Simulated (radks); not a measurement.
The silver ion Ag+ inside a hard spherical wall (all orbitals vanish at R), configuration held at [Kr] 4d10 and not refilled when levels cross. All-electron calculation, scalar-relativistic Kohn-Sham, LDA (Slater exchange, Perdew-Wang correlation), spin-unpolarised, spherical densities, finite nucleus; Fermi nuclear charge, rms radius 4.5454 fm. Program: a radial shooting solver on a logarithmic mesh with Libxc functionals. Eigenvalues in eV, with the zero of energy where the potential of the charges vanishes at infinity; a dash marks a level that is unbound or too diffuse for the functional's potential to be trusted. A positive occupied level is held by the wall or, in an anion where self-interaction has pushed it up, behind a barrier. The pressure on the wall is -dE/dV.

R (bohr)  E (hartree)  kinetic (hartree)    e(3d)    e(4s)    e(4p)    e(4d)  e(5s, empty)  e(5p, empty)  pressure (GPa)
free      -5310.72774           5515.519  -367.07  -103.36  -66.986  -15.920       -11.619        -6.414               0
15        -5310.72774           5515.519  -367.07  -103.36  -66.986  -15.920       -11.619        -6.414        < 0.0001
12        -5310.72774           5515.519  -367.07  -103.36  -66.986  -15.920       -11.618        -6.412        < 0.0001
8         -5310.72771           5515.519  -367.06  -103.36  -66.984  -15.917       -11.606        -6.297         0.00212
7         -5310.72753           5515.521  -367.05  -103.35  -66.971  -15.905       -11.561        -6.090          0.0201
3         -5310.14089           5518.659  -357.43  -95.312  -59.284   -8.098         6.780        20.056             327
2.5       -5308.92500           5524.280  -346.20  -86.886  -51.090    1.212        29.896        48.112            1600
2         -5304.31436           5544.036  -318.56  -67.380  -31.035   25.144        92.290        118.48           10300
